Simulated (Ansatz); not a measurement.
Consider the atomization: `BBBr` → 2 B• + Br• + 3 H•.

Gas-phase electronic energies from Ansatz, PBE0-D4/def2-TZVP geometries. CBS: MP2 limit from def2 TZ/QZ plus the TZ coupled-cluster correction, frozen cores. This one scheme is used for every species, atoms too. DFT in def2-TZVPP. No spin–orbit coupling; open shells (•) take unrestricted orbitals. Spin–orbit coupling would lower the free atoms: a little for B; clearly for Br. Bonds to Br are less sure, by a few kJ/mol each and by 10 to 20 or more in all where they break to atoms, as the def2 sets lack core-valence functions. Scalar relativity is left out up to krypton.

| level | ΔE (kJ/mol) |
| --- | --- |
| r2SCANh | 1917.5 |
| r2SCAN0 | 1906.2 |

(1) What does CCSD(T)/CBS give? (An estimate is asked.)

Largest T1 diagnostic among the species: 0.014.

Answers

(1) Ansatz gave: +1886.2 kJ/mol. The listed levels differ from it by 31.3, 20.0 kJ/mol.

From PBE to PBE0 (25 % exact exchange), in def2-TZVPP and without D4, ΔE moves by −12.6 kJ/mol: exact exchange takes away binding that semilocal exchange gives to molecules. Leaving LDA and LC-ωPBE aside and taking each functional with its dispersion term where it has one, the values, not all of them listed here, spread over 46.7 kJ/mol, from BHLYP-D4 to PBE-D4. LDA lies +212.8 kJ/mol from PBE without D4, its usual overbinding.

For atomizations the MP2-based limit and the directly extrapolated one differ by several kJ/mol either way, and by 10 to 25 for some Ge, Se and Sn compounds, so smaller differences from it don't rank the levels.
